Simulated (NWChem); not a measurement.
CH4ClNSi2; SMILES Cl[Si@H]1N=C[SiH2]1

```xyz
9

Cl    -0.3287    -2.1432    -0.3270
Si     0.1344    -0.3666     0.6212
N      1.5320     0.4803    -0.1241
C      1.0204     1.6196    -0.4385
Si    -0.8753     1.6256    -0.0727
H      0.3800    -0.6870     2.0546
H      1.6673     2.4111    -0.8657
H     -1.3984     2.6727     0.8605
H     -1.7249     1.6023    -1.3029
```
Atoms are numbered in this order, from 1.

Structure relaxed at the PBE0/def2-SVP level.

Task: Give the principal values of the shielding tensors (ppm) of Cl1, Si2, N3, C4, Si5 from LDA (Slater exchange, VWN5)/pcSseg-1, GIAO (NWChem), with their diamagnetic and paramagnetic parts as GIAO splits them.

Result: 
```tsv
atom	σ11	σ22	σ33	isotropic	diamagnetic	paramagnetic
Cl1	688.9	907.8	951.7	849.5	1148.4	-298.9
Si2	256.9	304.5	332.8	298.1	880.7	-582.7
N3	-880.5	-245.0	138.3	-329.1	327.1	-656.2
C4	-166.0	-83.3	107.5	-47.2	256.8	-304.1
Si5	188.1	338.5	481.1	335.9	880.7	-544.8
```
